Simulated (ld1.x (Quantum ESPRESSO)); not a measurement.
B: ultrasoft pseudisation with LDA (PZ), scalar-relativistic reference atom.

ld1.x (Quantum ESPRESSO) 7.5 was run on this input:

```
&input
   title='B', zed=5., rel=1, dft='PZ', iswitch=3,
   config='[He] 2s1 2p2 3d-2',
   nld=3, rlderiv=2.25, eminld=-3.0, emaxld=5.0, deld=0.02
 /
 &inputp
   pseudotype=3, tm=.true., lloc=-2, rcloc=1.30,
   nlcc=.false.,
   which_augfun='PSQ', rmatch_augfun=1.25,
   file_pseudopw='B.UPF', file_wfcaegen='ae.wfc', file_wfcncgen='nc.wfc', file_beta='beta', file_chi='chi', file_wfcusgen='us.wfc'
 /
6
2S  1  0   1.00   0.00  1.30  1.45  0.0
2S  1  0   0.00   2.85  1.30  1.45  0.0
2P  2  1   2.00   0.00  1.50  1.70  0.0
2P  2  1   0.00   2.75  1.50  1.70  0.0
3D  3  2  -2.00   0.10  1.60  2.05  0.0
3D  3  2  -2.00   0.55  1.60  2.05  0.0
 &test
   configts(1)='2s1 2p2'
 /
```

Command:

```bash
ld1.x < B.in > B.out
```

The program printed (shortened: banner, matrices, multipoles, cross overlaps and the repeated all-electron block are left out):

```
[... start of the log left out ...]
     Ekin =      47.947617 Ry,      23.973809 Ha,     652.360569 eV
     Encl =    -112.002936 Ry,     -56.001468 Ha,   -1523.877573 eV
     Eh   =      22.736286 Ry,      11.368143 Ha,     309.342936 eV
     Exc  =      -6.964177 Ry,      -3.482088 Ha,     -94.752452 eV

     normalization and overlap integrals

     s(1S/1S) =  1.000000  <r> =   0.3319  <r2> =    0.1497  r(max) =   0.2129
     s(2S/2S) =  1.000000  <r> =   1.9509  <r2> =    4.5968  r(max) =   1.5152
     s(2P/2P) =  1.000000  <r> =   2.2445  <r2> =    6.5131  r(max) =   1.5343

     ------------------------ End of All-electron run ------------------------

     --------------------- Generating US pseudopotential ---------------------

      Generating local potential from pseudized AE potential:
      Matching radius rcloc =   1.3000
      Enforcing V''(0)=0 (lloc=-2)

      Local pseudo, rcloc= 1.304 Estimated cut-off energy=    17.33 Ry
      Wfc-us  2S rcutus= 1.441  Estimated cut-off energy=    21.15 Ry
      Wfc-us  2S rcutus= 1.441  Estimated cut-off energy=    30.01 Ry
      Wfc-us  2P rcutus= 1.717  Estimated cut-off energy=    25.60 Ry
      Wfc-us  2P rcutus= 1.717  Estimated cut-off energy=    48.23 Ry
      Wfc-us  3D rcutus= 2.045  Estimated cut-off energy=    24.44 Ry
      Wfc-us  3D rcutus= 2.045  Estimated cut-off energy=    24.86 Ry

     Q pseudized with Bessel functions
     Expected ecutrho=     284.4740 due to l1=  1   l2=  2

 %%%%%%%%%%%%%%%%%%%%%%%%%%%%%%%%%%%%%%%%%%%%%%%%%%%%%%%%%%%%%%%%%%%%%%%%%%%%%%
     Error in routine chargeps (1):
     negative rho
 %%%%%%%%%%%%%%%%%%%%%%%%%%%%%%%%%%%%%%%%%%%%%%%%%%%%%%%%%%%%%%%%%%%%%%%%%%%%%%

     stopping ...
```

The run stopped because the spherical valence density built from the smooth waves and the augmentation charge turned negative at some radius.

The run took about 0.1 s on one core of a shared server CPU.
